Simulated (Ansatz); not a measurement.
`C[O][Al]([CH3])[OH]` + H–F → `C[O][Al]([OH])[F]` + CH₄  (ligand exchange at the Al–C bond)

Isolated molecules relaxed with PBE0-D4/def2-TZVP in Ansatz; ΔE leaves out vibrations. CCSD(T)/CBS adds triple-zeta CCSD(T) − MP2 to the extrapolated MP2 energy (def2 sets, frozen cores). This one scheme is used for every species. DFT in def2-TZVPP. B3LYP here is the variant with VWN-RPA as its local correlation; programs differ in this. HSE06 is defined as in plane-wave codes. One conformer a species, not always the lowest.

`C[O][Al]([CH3])[OH]`:

Cartesian coordinates in Å:
```
C -1.621 -0.242 -1.281
O -1.213 0.428 -0.128
Al 0.217 0.474 0.773
C 1.794 -0.549 0.302
O 0.237 1.468 2.145
H -1.913 0.477 -2.055
H -0.835 -0.884 -1.701
H -2.490 -0.873 -1.068
H 2.147 -0.298 -0.703
H 2.612 -0.363 1.002
H 1.588 -1.623 0.305
H -0.523 1.986 2.409
```

H–F:

Z-matrix (Å, degrees):
```
F
H 1 0.920
```

`C[O][Al]([OH])[F]`:

```xyz
9

C     1.259    0.698   -0.718
O     0.005    0.903   -0.128
Al   -1.143   -0.081    0.575
O    -0.898   -1.744    0.686
F    -2.515    0.608    1.157
H     2.021    1.269   -0.179
H     1.243    1.049   -1.755
H     1.555   -0.357   -0.718
H    -1.528   -2.345    1.080
```

CH₄:

Cartesian coordinates in Å:
```
C 0.000 0.000 0.000
H 0.542 -0.504 0.800
H 0.320 1.040 -0.057
H -1.070 -0.040 0.205
H 0.207 -0.496 -0.948
```

Problem. Is it downhill or uphill in electronic energy at CCSD(T)/CBS, and by how much? (Estimate.)

Solution. The calculation gave: Downhill: ΔE = -181.2 kJ/mol.

Problem. What do these levels give: B3LYP-D4, BLYP, r2SCAN, B3LYP, HSE06, CCSD/def2-SVP? (Estimate.)

Solution. The calculation gave: B3LYP-D4 -185.5, BLYP -189.3, r2SCAN -186.4, B3LYP -190.0, HSE06 -175.4, CCSD/def2-SVP -194.0 kJ/mol.

Largest T1 diagnostic among the species: 0.012.

In def2-TZVPP, CCSD(T) changes the Hartree–Fock value by +21.5 kJ/mol (the triples alone add +3.2 kJ/mol) and MP2 by +19.6 kJ/mol. The D4 term adds +4.5 kJ/mol with B3LYP and +2.7 kJ/mol with PBE0; it sums over pairs of atoms, weighted by their polarisabilities, and B3LYP, whose exchange is more repulsive, gets the larger term.
